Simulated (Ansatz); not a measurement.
Isomers of C$_{2}$H$_{7}$Ge, relaxed with PBE0-D4/def2-TZVP in Ansatz; electronic energies, one conformer each and not always the lowest. Functionals use def2-TZVPP; CBS adds triple-zeta CCSD(T) − MP2 to the MP2 limit of def2-TZVPP and def2-QZVPP.

Outer-core shells of Ge are correlated without core-valence functions. Scalar relativity is left out up to krypton. Spin–orbit coupling is left out.

Problem. Order them by energy at frozen-core CCSD(T)/CBS, lowest first. (Best estimate.)
A. `[CH2][GeH2][CH3]`•
B. `[CH2][CH2][GeH3]`•
C. `[CH3][GeH][CH3]`•

Solution. C (0.0 kJ/mol), A (76.1 kJ/mol), B (100.7 kJ/mol).

Problem. How do PBE0-D4, PBE-D4, B3LYP, ωB97M-V place them (kJ/mol, against `[CH3][GeH][CH3]`•)? (Estimate.)

Solution. Computed: 
```
             isomer  PBE0-D4  PBE-D4  B3LYP  ωB97M-V
`[CH2][GeH2][CH3]`•     81.5    87.2   78.6     83.6
`[CH2][CH2][GeH3]`•    100.9   102.6   98.4    105.8
```

B3LYP here is the variant with VWN-RPA as its local correlation; programs differ in this.
